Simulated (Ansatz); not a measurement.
Species: PbS (charge 0, singlet). SMILES: [S]=[Pb]
Geometry: optimised at B3LYP-D3(BJ)/def2-TZVP (Ansatz, an electronic-structure program).

Computed values are from Ansatz. Cores are frozen in the correlated levels unless marked. UHF or UKS for open shells. No spin-orbit coupling. The frozen core is the preceding noble-gas configuration, with the filled d and f shells of earlier blocks. In def2 rows, elements after Kr have scalar-relativistic effective core potentials. Basis-set limits of correlation are two-point, X^-3; Hartree-Fock from the larger set.

The atomisation energy De comes out as 450.4 kJ/mol at CCSD(T)/CBS(def2-TZVPPD,def2-QZVPPD) and the vertical ionisation energy (to the doublet) comes out as 9.04 eV at CCSD(T)/CBS(def2-TZVPPD,def2-QZVPPD). The total energy is -589.7362 Eh at CCSD(T)/CBS(def2-TZVPPD,def2-QZVPPD) and the dipole moment is 3.89 D at CCSD(T)/def2-SVPD.

The T1 diagnostic of CCSD in the largest basis is 0.028, which is high, so the coupled-cluster rows are less sure than usual.
